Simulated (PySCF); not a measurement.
# Electron correlation in Ru³⁰⁺ (ruthenium, charge +30)

Starting occupation: [Ne] 3s2 3p2, 3p1/2 with m_j = -1/2, +1/2. Calculation: PySCF 2.14, in an uncontracted even-tempered set (19 s from 4.9 bohr⁻², ratio 2.4; 13 p from 6.4 bohr⁻², ratio 2.4; 5 d from 23 bohr⁻², ratio 2.6; 4 f from 35 bohr⁻², ratio 2.6); X2C-1e with screened-nucleus spin-orbit coupling, Gaussian nucleus. Frozen: 1s2; 12 electrons correlated; the 50 highest virtual spinors left out.

MP2 pair energies summed by pair of shells (mhartree):

| pair | energy | share (%) |
| --- | --- | --- |
| 2p3/2-2p3/2 | -93.45 | 17.7 |
| 2p1/2-2p3/2 | -88.18 | 16.7 |
| 3s1/2-3s1/2 | -57.76 | 10.9 |
| 3p1/2-3s1/2 | -51.09 | 9.6 |
| 3p1/2-3p1/2 | -42.37 | 8.0 |
| 2p3/2-2s1/2 | -40.31 | 7.6 |
| 2p3/2-3p1/2 | -34.39 | 6.5 |
| 2p3/2-3s1/2 | -30.81 | 5.8 |
| 2p1/2-2p1/2 | -20.44 | 3.9 |
| 2p1/2-2s1/2 | -18.52 | 3.5 |
| 2p1/2-3p1/2 | -12.29 | 2.3 |
| 2p1/2-3s1/2 | -12.21 | 2.3 |
| 2s1/2-2s1/2 | -10.72 | 2.0 |
| 2s1/2-3p1/2 | -9.15 | 1.7 |
| 2s1/2-3s1/2 | -7.75 | 1.5 |

Total MP2 correlation energy: -529.45 mhartree.

At this charge the one-electron X2C treatment keeps the bare 1/r₁₂, with no two-electron picture change or Breit term. The effect here is smaller than on the frozen 1s shell.
